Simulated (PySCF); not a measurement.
Computed with PBE0-D4/def2-TZVP run with PySCF. Isolated molecules, 0 K electronic values unless said otherwise. 

Reference species (SMILES): `[F][SnH3]` (neutral, multiplicity 1).

```json
{
 "HOMO–LUMO gap": "8.56 eV"
}
```

Changed species: `[SnH4]` (0 of 4 H replaced by F; the reference has 1 of 4 H replaced by F).

Question: Give the shifts of the HOMO–LUMO gap.

Answer: the HOMO–LUMO gap goes up by 1.29 eV, to 9.85 eV.
